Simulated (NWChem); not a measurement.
# Correlation energy of H$_{3}$P$_{2}$

```
P
H 1 1.4263
H 1 1.4296 2 95.25
P 1 2.1911 2 96.73 3 100.20
H 4 1.4335 1 91.80 2 -158.60
```
Charge 0, spin multiplicity 2.

The numbers come from NWChem runs, not from measurements. Structure: optimised with UPBE0/def2-SVP, a minimum by its harmonic frequencies. It is one conformer; others weren't searched.

Basis set: 6-311G**. Each correlation energy counts from its own Hartree-Fock reference.

The correlated methods keep 10 core orbitals frozen. The Pople sets run with spherical d functions. The structure started from a generated list of species. No SCF solution was tested for a lower state. Open-shell Hartree-Fock references start from PBE0 orbitals. Coupled-cluster values serve here as a point of comparison, not as the truth.

Question: Order these methods by the correlation energy they give, lowest first: UMP2, SCS-UMP2, CCSD on UHF, CCSD[T] on UHF, CCSD on ROHF, CCSD[T] on ROHF.

Answer: CCSD[T] on ROHF (-275.8 mHa), CCSD[T] on UHF (-271.4 mHa), CCSD on ROHF (-266.8 mHa), CCSD on UHF (-262.7 mHa), SCS-UMP2 (-228.7 mHa), UMP2 (-222.0 mHa)
